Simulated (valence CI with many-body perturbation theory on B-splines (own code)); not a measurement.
# Energy levels of Pm⁴⁷⁺

Level of theory: valence CI with perturbative core correlation (CI+MBPT): four valence electrons over a frozen Dirac-Fock core [Ne], a basis of 11 s, 11 p, 9 d, 7 f, 5 g, 2 h, 1 i functions for each j, with the one-electron correlation potential Σ1 (screened to all orders), the two-electron term Σ2, the three-electron term Σ3, Breit, model QED; selected single and double excitations, second order for the rest (own B-spline code, finite nucleus).

No measured spectrum was set against this ion. As an estimate, large intervals hold to a few tenths of a per cent, small ones and those within an open d or f shell to about a per cent.

Levels 46 to 64 of 64, with energies above the lowest level, (3s^2 3p1/2^2) J=0. "Leading %" is the weight of the configuration and term that name the level; weights of strongly mixed levels are sums over their largest components and can fall short. In the jj column 3d3/2^4 stands for four electrons in 3d with j = 3/2. Lifetimes count E1, E2, E3, M1 and M2 decay at the calculated energies, and are blank where another channel may lead or the interval is too uncertain; long ones can be off by a factor of two.

| No. | Configuration | Term | J | E (eV) | Leading % | Lifetime | Leading jj | g |
| --- | --- | --- | --- | --- | --- | --- | --- | --- |
| 46 | 3s 3p2 3d | 3P | 2 | 602.95 | 35 | 4.91 ps | 3s 3p1/2 3p3/2 3d5/2 (89 %) | 1.324 |
| 47 | 3s 3p2 3d | 3G | 5 | 603.19 | 52 | 84.9 ps | 3s 3p1/2 3p3/2 3d5/2 (97 %) | 1.288 |
| 48 | 3s 3p2 3d | 3D | 1 | 609.70 | 59 | 1.66 ps | 3s 3p1/2 3p3/2 3d3/2 (51 %) | 0.939 |
| 49 | 3s 3p2 3d | 3F | 3 | 611.70 | 42 | 4.97 ps | 3s 3p1/2 3p3/2 3d5/2 (85 %) | 1.237 |
| 50 | 3s 3p2 3d | 3P | 0 | 618.47 | 72 | 1.26 ps | 3s 3p1/2 3p3/2 3d3/2 (61 %) |  |
| 51 | 3s 3p2 3d | 3F | 2 | 618.96 | 37 | 1.09 ps | 3s 3p1/2 3p3/2 3d3/2 (64 %) | 0.993 |
| 52 | 3s 3p2 3d | 3D | 3 | 620.65 | 60 | 2.96 ps | 3s 3p1/2 3p3/2 3d5/2 (84 %) | 1.278 |
| 53 | 3s 3p2 3d | 1G | 4 | 621.75 | 43 | 8.44 ps | 3s 3p1/2 3p3/2 3d5/2 (83 %) | 1.156 |
| 54 | 3s 3p2 3d | 3P | 1 | 622.03 | 42 | 1.15 ps | 3s 3p1/2 3p3/2 3d3/2 (58 %) | 1.097 |
| 55 | 3s 3p2 3d | 1D | 2 | 623.98 | 30 | 1.79 ps | 3s 3p1/2 3p3/2 3d5/2 (59 %) | 1.097 |
| 56 | 3s 3p2 3d | 3D | 3 | 631.46 | 36 | 2.13 ps | 3s 3p1/2 3p3/2 3d5/2 (90 %) | 1.181 |
| 57 | 3s 3p2 3d | 3G | 4 | 632.83 | 41 | 2.87 ps | 3s 3p1/2 3p3/2 3d5/2 (90 %) | 1.133 |
| 58 | 3s 3p2 3d | 3D | 1 | 635.20 | 46 | 3.68 ps | 3s 3p1/2 3p3/2 3d5/2 (89 %) | 0.843 |
| 59 | 3s 3p2 3d | 3P | 1 | 644.73 | 35 | 2.75 ps | 3s 3p1/2 3p3/2 3d5/2 (89 %) | 1.391 |
| 60 | 3s 3p2 3d | 3F | 3 | 646.03 | 35 | 1.72 ps | 3s 3p1/2 3p3/2 3d5/2 (84 %) | 1.082 |
| 61 | 3s 3p2 3d | 3D | 2 | 646.96 | 29 | 2.16 ps | 3s 3p1/2 3p3/2 3d5/2 (80 %) | 1.171 |
| 62 | 3s 3p2 3d | 3P | 0 | 649.11 | 35 | 1.71 ps | 3s 3p1/2 3p3/2 3d5/2 (69 %) |  |
| 63 | 3s 3p2 3d | 3D | 2 | 653.17 | 33 | 1.11 ps | 3s 3p1/2 3p3/2 3d5/2 (85 %) | 1.164 |
| 64 | 3s2 3d2 | 3F | 2 | 660.23 | 56 | 593 fs | 3s^2 3d3/2^2 (70 %) | 0.819 |
